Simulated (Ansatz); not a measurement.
Cost and result up the ladder for Ge₅Se (6 atoms). Charge 0, multiplicity 1. Geometry: r2SCAN-D4/def2-SVP.

```xyz
6

Ge    0.600   -1.660   -0.431
Ge   -1.473   -0.769    0.946
Ge    1.044   -0.029    1.601
Ge   -1.049    0.044   -1.598
Ge    1.467    0.784   -0.942
Se   -0.590    1.630    0.423
```

Ansatz on 4 threads of Arm Neoverse V2 on a shared host. Times are rough, and most runs start from the orbitals of an earlier one. PBE0-D4/def2-TZVP serves as the yardstick here, not as an exact answer. Binding counts from free atoms at the same level (Ge triplet, Se triplet; other spins of the atoms weren't run), without zero-point energy or a counterpoise term.

Correlated methods freeze 54 core orbitals; core or outer-core shells of Ge, Se are correlated, in sets that lack core-valence functions. Another isomer (singlet) lies 0.07 eV lower at r2SCAN-D4/def2-TZVP; other spin states weren't run for this one.

Correlated methods converge slowly with the basis.

```
                         level  functions  wall time
PBE-D4/def2-TZVP (with forces)        288        8 s
           r2SCAN-D4/def2-TZVP        288       14 s
            BHLYP-D4/def2-TZVP        288       16 s
                 MP2/def2-TZVP        288       19 s
             PBE0-D4/def2-TZVP        288       25 s
```

Estimate what each level gives for the binding energy per atom (eV).


```tsv
level	binding energy per atom (eV)	difference from PBE0-D4/def2-TZVP (eV)
PBE-D4/def2-TZVP (with forces)	3.18	0.16
r2SCAN-D4/def2-TZVP	3.04	0.02
BHLYP-D4/def2-TZVP	2.72	-0.30
MP2/def2-TZVP	3.12	0.10
PBE0-D4/def2-TZVP	3.02	0.00
```
